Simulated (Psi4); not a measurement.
The Psi4 input:
```
memory 2 GB

molecule mol {
-1 2
Si   -1.119098   -0.112898    0.022331
P     1.156020    0.152827   -0.134155
H    -2.292607   -0.935822   -0.467765
H    -1.557231    1.254935   -0.309717
H    -1.350695   -0.269869    1.481762
H     1.361397   -1.185608    0.158039
H     2.166209    0.424519    0.837378
}

set {
  basis 6-311g**
  reference uhf
}

energy('mp2')
print_variables()
```

Problem. Give the total energy at the level Psi4 1.11 with MP2/6-311G**.

Solution. -633.0073 Eh

Problem. What is the computed MP2 correlation energy (MP2/6-311G**)?

Solution. -0.4955 Eh

Problem. Give the number of basis functions at the level MP2/6-311G**.

Solution. 82

Problem. Estimate the nuclear repulsion energy that MP2/6-311G** returns for this input.

Solution. 88.8166 Eh

Problem. Predict the SCF-reference <S^2> from MP2/6-311G**.

Solution. 0.773

A gas-phase anion may not be bound at this level; its values then depend on the basis.

These values belong to the state on which the SCF converged, which isn't shown to be the lowest.
